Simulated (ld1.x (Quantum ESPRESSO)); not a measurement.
**Sb (Z = 51), TM: configuration errors across variants**

Sb (Z = 51), norm-conserving Troullier–Martins (Kleinman–Bylander form), made with ld1.x (Quantum ESPRESSO) 7.5 (PBE, scalar-relativistic). Core [Kr] 4d10, reference 5s2 5p3. Waves: 5s (bound): rc 1.95 bohr; 5p (bound): rc 2.55 bohr. Local part: all-electron potential smoothed inside 2.35 bohr (lloc = -1). Core correction: Bessel-smoothed model core inside 1.80 bohr.

All-electron excitation energies from the reference (eV): (1) 5s2 5p2 8.317; (2) 5s2 5p1 24.285; (3) 5s2 5p0 48.698; (4) 5s1 5p0 92.991; (5) 5s1 5p3 17.049; (6) 5s2 5p2.5 3.262; (7) 5s1 5p4 8.112.

A true bound ghost makes a file unfit for plane-wave use even where its test errors are small: the radial tests pick states by their node count and pass the ghost by.

Errors AE − PS in meV (a dash: test not solved or not reliable):

| change | (1) | (2) | (3) | (4) | (5) | (6) | (7) | bound ghosts |
| --- | --- | --- | --- | --- | --- | --- | --- | --- |
| base | -4.4 | -33 | -141 | -475 | -18 | -1.0 | -9.1 | none |
| all radii but the core radius scaled by about 0.80 (s 1.56, p 2.04 bohr); local potential all-electron potential smoothed inside 1.88 bohr (lloc = -1) | -0.6 | -3.4 | -19 | -104 | -6.9 | -0.3 | -9.3 | s, d |
| all radii but the core radius scaled by about 0.88 (s 1.72, p 2.24 bohr); local potential all-electron potential smoothed inside 2.08 bohr (lloc = -1) | -3.6 | -27 | -114 | -417 | -19 | -0.9 | -12 | none |
| all radii but the core radius scaled by about 1.14 (s 2.22, p 2.90 bohr); local potential all-electron potential smoothed inside 2.68 bohr (lloc = -1) | -5.9 | -45 | -190 | -585 | -16 | -1.2 | -6.5 | none |
| all radii but the core radius scaled by about 1.21 (s 2.36, p 3.10 bohr); local potential all-electron potential smoothed inside 2.86 bohr (lloc = -1) | -7.0 | -55 | -230 | -681 | -17 | -1.4 | -6.5 | none |

Task: Give the same row for: all radii but the core radius scaled by about 1.39 (s 2.70, p 3.54 bohr); local potential all-electron potential smoothed inside 3.26 bohr (lloc = -1).

Result: -15, -98, -352, -967, -39, -3.0, -15; bound ghosts: none.
